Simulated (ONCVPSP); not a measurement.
**Building the ONCV potential for Nd (LDA (Perdew-Wang 92), scalar-relativistic).**

- Element: neodymium
- Generator: ONCVPSP 4.0.1
- Type: optimised norm-conserving Vanderbilt (ONCV)
- Functional: LDA (Perdew-Wang 92)
- Relativity: scalar-relativistic
- Frozen core: [Kr] 4d10
- Valence charge: 14
- Reference configuration: 4f3 5s2 5p6 (charge +3)
- Partial waves: 5s: rc 1.50 bohr, ncon 4, nbas 8, qcut 4.8 1/bohr, 1 projector; 5p: rc 1.65 bohr, ncon 4, nbas 7, qcut 4.6 1/bohr, 2 projectors, debl 3.8 Ha; d scattering state at 0.33 Ha: rc 1.55 bohr, ncon 4, nbas 8, qcut 6.2 1/bohr, 2 projectors, debl 1 Ha; 4f: rc 1.35 bohr, ncon 4, nbas 9, qcut 14.9 1/bohr, 1 projector
- Local potential: polynomial inside 0.90 bohr (lpopt 5, dvloc0 0 Ha)
- Core correction: polynomial model core, fcfact 0.4

In the d channel the program set the typed energies aside and used 0.050, 1.050 Ha.

Task: Estimate the cutoffs (Ha) at which the residual kinetic energy of the hardest occupied pseudo-wave falls to 1 and 0.1 mHa per electron.

Result: 81 Ha and 90 Ha.

Task: What does a ghost test show?

Result: Ghosts flagged at negative energy: s at -446.5 eV, p at -11.3 eV; GHOST(+) flagged for d at 87.8 eV. A true bound ghost makes a file unfit for plane-wave use.

Task: Which valence shell sets the plane-wave cutoff?

Result: 4f: 81 Ha for 1 mHa per electron, against 42 Ha for 5p.

Its largest configuration-test error is -127 meV (4f4 5s2 5p6). 3 of 4 tests not solved or not reliable.
